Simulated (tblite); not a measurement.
Parent: `[CH2:1]1[O:2][CH2:3][SiH2:4]1`, C2H6OSi.

Computed geometry: GFN2-xTB, gas phase. One conformer each, not checked by frequencies here.

```csv
coordinate of the parent,value
C1–O2,1.436 Å
O2–C3,1.436 Å
C3–Si4,1.919 Å
C1–Si4,1.919 Å
O2–C1–Si4,92.7°
C1–O2–C3,102.9°
O2–C3–Si4,92.7°
C1–Si4–C3,71.6°
```

Task: How does the shared frame change in `[CH3:1][S@@:2](=[O:3])[C@H:4]1[O:5][CH2:6][SiH2:7]1` with C1–S2–C4–O5 167°, S2–C4–O5–C6 90°, C4–O5–C6–Si7 16°, O5–C6–Si7–C4 -12°, S2–C4–Si7–C6 -98°, C3H8O2SSi? Atoms pair as C1 = C4, O2 = O5, C3 = C6, Si4 = Si7 (parent first).

Result: 
```tsv
parent	relative	value in the relative	change
C1–O2	C4–O5	1.408 Å	-0.028
O2–C3	O5–C6	1.442 Å	+0.006
C3–Si4	C6–Si7	1.919 Å	0.000
C1–Si4	C4–Si7	1.948 Å	+0.029
O2–C1–Si4	O5–C4–Si7	91.8°	-0.9
C1–O2–C3	C4–O5–C6	102.7°	-0.2
O2–C3–Si4	O5–C6–Si7	92.0°	-0.7
C1–Si4–C3	C4–Si7–C6	70.3°	-1.3
```

Of the parent's bonds, C1–O2 and C1–Si4 change most and about equally (-0.028 to +0.029 Å). Bonds of the relative outside the shared frame: C1–S2 1.844, S2=O3 1.486, S2–C4 1.840 Å. Point group C2v → C1.
